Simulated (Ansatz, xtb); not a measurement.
**Relaxing a trial structure of CH2BF2O+**

The starting geometry of this gas-phase singlet was built from a drawn formula by distance geometry; its bonds are those of `[BH+]C(O)(F)F`.

```xyz
7

C     0.4293    0.7558    1.2584
B    -0.4549   -0.2404    2.3961
F     1.0692    1.8027    2.0168
F     1.2425    0.0215    0.5818
O    -0.6106    1.3684    0.5063
H    -1.0146   -0.9976    2.7672
H    -1.2466    1.7913    1.1030
```

Question: Predict what becomes of its bonds when it is optimised with r2SCAN-D4/def2-SVP.

Answer: It rearranges to `OB[C+](F)F`. Distances that change by over a tenth: C1–F3 (1.44 → 1.25 Å), B2–H6 (1.01 → 1.20 Å). Contacts that open: C1–O5 (1.42 → 2.49 Å). Contacts that close: B2–O5 (2.49 → 1.31 Å).

The energy falls by 4.40 eV over 20 steps:

```csv
step,E − E(last) (eV)
1,4.400
3,2.914
5,2.720
7,2.161
9,1.455
12,0.445
14,0.152
16,0.010
18,0.000
20,0.000
```

Final geometry (Å):

```yaml
atoms:
  - { symbol: C, position_ang: [1.0351, 0.6414, 1.5022] }
  - { symbol: B, position_ang: [-0.5790, 0.4498, 1.6806] }
  - { symbol: F, position_ang: [1.7210, 1.3652, 2.2575] }
  - { symbol: F, position_ang: [1.7098, -0.0172, 0.6799] }
  - { symbol: O, position_ang: [-1.3170, 1.2981, 1.0067] }
  - { symbol: H, position_ang: [-0.8716, -0.4560, 2.4184] }
  - { symbol: H, position_ang: [-2.2841, 1.2203, 1.0842] }
```

From the same start GFN2-xTB reaches the same bonding as this run.

The end wasn't checked by frequencies. Run with Ansatz 0.2.0, 2.2 min on 1 thread of AMD EPYC (Zen 3), with other jobs on the host.
